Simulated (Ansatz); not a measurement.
Start from `C[NH][GaH][SH]` and change one atom or group to get `C[NH][GaH][CH2]F`.

Ansatz, PBE0-D4/def2-TZVP geometries, multiplicity 1. Each molecule was computed in one conformer, which needn't be the lowest.

Scalar relativity is left out up to krypton.

```tsv
property	`C[NH][GaH][SH]`
size of the dipole moment (ωB97M-V/def2-TZVPP) / D	2.04
HOMO energy (PBE/def2-TZVPP) / eV	-5.46
LUMO energy (ωB97M-V/def2-TZVPP) / eV	1.20
HOMO energy (PBE0/def2-TZVPP) / eV	-6.73
LUMO energy (PBE/def2-TZVPP) / eV	-1.23
HOMO–LUMO gap (PBE/def2-TZVPP) / eV	4.24
```

(1) Give the same properties after the change, and the shifts. (Estimate.)

## Answers

(1) Ansatz gave: 
```tsv
property	`C[NH][GaH][CH2]F`	shift
size of the dipole moment (ωB97M-V/def2-TZVPP) / D	1.15	-0.89
HOMO energy (PBE/def2-TZVPP) / eV	-5.48	-0.02
LUMO energy (ωB97M-V/def2-TZVPP) / eV	1.11	-0.09
HOMO energy (PBE0/def2-TZVPP) / eV	-6.72	0.01
LUMO energy (PBE/def2-TZVPP) / eV	-1.31	-0.08
HOMO–LUMO gap (PBE/def2-TZVPP) / eV	4.17	-0.07
```

The zero-point energy changes by 52.6 kJ/mol with +6 modes. Dipoles are sizes alone; their direction can turn.
